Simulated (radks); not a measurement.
Results of a calculation; reference values are marked as such.
Q: All-electron atom: Kr+ in [Ar] 3d9.5 4s2 4p5.5 (fractional occupations, a model configuration). Level of theory: scalar-relativistic Kohn-Sham, r2SCAN, spin-polarised, spherical densities, finite nucleus; open shells are filled with parallel spins first; meta-GGA in the generalised Kohn-Sham scheme; Fermi nuclear charge, rms radius 4.1884 fm (a radial shooting solver on a logarithmic mesh with Libxc functionals). Some entries of the table are withheld. Estimate them.

| orbital | occ. | eigenvalue (Ry) | <1/r> (bohr^-1) | <r^2> (bohr^2) |
|---|---|---|---|---|
| 1s up | 1 | -1044.784 | 36.76 | 0.002320 |
| 1s down | 1 | -1044.779 | 36.76 | 0.002320 |
| 2s up | 1 | -139.6974 | 8.180 | 0.03965 |
| 2s down | 1 | -139.6402 | 8.182 | 0.03963 |
| 2p up | 3 | -123.5293 | 7.983 | 0.03138 |
| 2p down | 3 | -123.4840 | 7.985 | 0.03136 |
| 3s up | 1 | -21.30519 | 2.720 | 0.3186 |
| 3s down | 1 | -21.22373 | 2.717 | 0.3190 |
| 3p up | 3 | -16.09020 | 2.565 | 0.3362 |
| 3p down | 3 | -16.00675 | 2.562 | 0.3368 |
| 3d up | 5 | -7.50895 | 2.296 | (1) |
| 3d down | 4.5 | -7.41873 | 2.293 | (2) |
| 4s up | 1 | -2.69607 | 0.8793 | 2.616 |
| 4s down | 1 | -2.64419 | 0.8760 | 2.636 |
| 4p up | 3 | -1.56053 | (3) | 3.624 |
| 4p down | 2.5 | -1.51501 | (4) | 3.674 |

A: 
(1) 3d up <r^2> (bohr^2): 0.3670
(2) 3d down <r^2> (bohr^2): 0.3685
(3) 4p up <1/r> (bohr^-1): 0.7429
(4) 4p down <1/r> (bohr^-1): 0.7383
